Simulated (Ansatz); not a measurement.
CH₈BClSi₂, SMILES `C[SiH](Cl)B[SiH3]`. Charge 0, multiplicity 1. The structure was optimised at the PBE0-D4/def2-TZVP level. It is one conformer, not always the lowest.

```xyz
13

C     2.090   -1.040    0.503
Si    0.841   -0.301   -0.672
Cl   -0.233   -1.861   -1.523
B    -0.377    1.039    0.184
Si   -2.375    0.923    0.069
H     1.594   -1.563    1.323
H     2.719   -0.252    0.924
H     2.728   -1.754   -0.022
H     1.537    0.388   -1.798
H     0.152    1.914    0.810
H    -2.747   -0.180    1.007
H    -2.826    0.535   -1.294
H    -3.102    2.152    0.486
```

Problem. What is the dipole moment at r2SCAN/def2-TZVPP? (Best estimate.)

Solution. Computed: 2.05 D, with components (1.36, 0.91, 1.23) D in this frame, pointing from negative to positive charge.

Problem. And with PBE, B3LYP, ωB97M-V? (Estimate.)

Solution. The calculation gave: PBE 1.96 D, B3LYP 2.05 D, ωB97M-V 2.06 D.

Problem. Give the Mulliken charges with r2SCAN, ωB97M-V, B3LYP in def2-TZVPP. (Estimate.)

Solution. Computed: 
| atom | r2SCAN | ωB97M-V | B3LYP |
| --- | --- | --- | --- |
| C1 | -0.30 | -0.44 | -0.38 |
| Si2 | 0.42 | 0.30 | 0.37 |
| Cl3 | -0.28 | -0.24 | -0.28 |
| B4 | -0.02 | -0.06 | 0.03 |
| Si5 | 0.18 | 0.04 | 0.14 |
| H6 | 0.08 | 0.13 | 0.11 |
| H7 | 0.08 | 0.12 | 0.11 |
| H8 | 0.08 | 0.13 | 0.11 |
| H9 | -0.09 | -0.03 | -0.08 |
| H10 | 0.03 | 0.11 | 0.06 |
| H11 | -0.06 | -0.02 | -0.06 |
| H12 | -0.06 | -0.01 | -0.05 |
| H13 | -0.08 | -0.03 | -0.07 |

B3LYP here is the variant with VWN-RPA as its local correlation; programs differ in this.
